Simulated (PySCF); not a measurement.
Excitations are Tamm–Dancoff values on a coarser integration grid. The basis has no diffuse functions, so Rydberg states are missing or too high.

Cartesian coordinates (Å):
```xyz
11

C      2.5036     0.2455    -0.0014
C      1.3557    -0.0478    -0.1905
C     -0.0224    -0.3802    -0.3968
F     -0.2054    -1.3354    -1.3805
C     -1.1033     0.6536    -0.2965
C     -0.9959    -0.4363     0.7417
H      3.5221     0.4999     0.1603
H     -0.8123     1.6603    -0.0335
H     -1.8952     0.5699    -1.0278
H     -1.7167    -1.2409     0.6972
H     -0.6301    -0.1885     1.7278
```
Charge 0, multiplicity 1.

Q: What is the computed HOMO–LUMO gap, dipole moment, LUMO, S1 excitation (TDA) and total energy (TPSSh-D3(BJ)/def2-TZVP // B3LYP-D3(BJ)/def2-TZVP run with PySCF)?

A: 
```yaml
HOMO–LUMO gap: 6.60 eV
dipole_moment: 1.88 D
LUMO: -0.19 eV
S1 excitation (TDA): 5.85 eV
total_energy: -293.4060 Ha
```
